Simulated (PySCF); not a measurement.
## Mo²⁺ (molybdenum, charge +2) across methods

[Kr] 4d3 5s1, high-spin 5F determinant (an excited configuration). Computed with PySCF 2.14 in x2c-QZVPPall, with the spin-free X2C one-electron Hamiltonian (Gaussian nucleus).

| method | E (hartree) | mean ε 4p β (eV) | mean ε 4d α (eV) | mean ε 5s α (eV) | Σ⟨r²⟩ (bohr²) | ⟨S²⟩ |
| --- | --- | --- | --- | --- | --- | --- |
| PBE0 | -4047.08 | -61.488 | -26.816 | -20.625 | 35.54 | 6.001 |
| PW91 | -4047.70 | -59.144 | -25.149 | -20.008 | 35.56 | 6.001 |
| PBE | -4047.00 | -59.047 | -25.087 | -19.918 | 35.58 | 6.001 |
| r2SCAN | -4047.40 | -59.901 | -25.633 | -20.101 | 35.52 | 6.002 |
| LDA | -4042.63 | -59.317 | -25.035 | -20.231 | 35.54 | 6.000 |
| UHF | -4045.31356 | -67.373 | -31.232 | -22.299 | 35.88 | 6.005 |
| BLYP | -4047.53 | -58.925 | -24.777 | -19.794 | 35.62 | 6.001 |

Task: Estimate the same row for wB97X.

Result: E (hartree) = -4047.49; mean ε 4p β (eV) = -63.992; mean ε 4d α (eV) = -29.036; mean ε 5s α (eV) = -22.271; Σ⟨r²⟩ (bohr²) = 35.52; ⟨S²⟩ = 6.001.
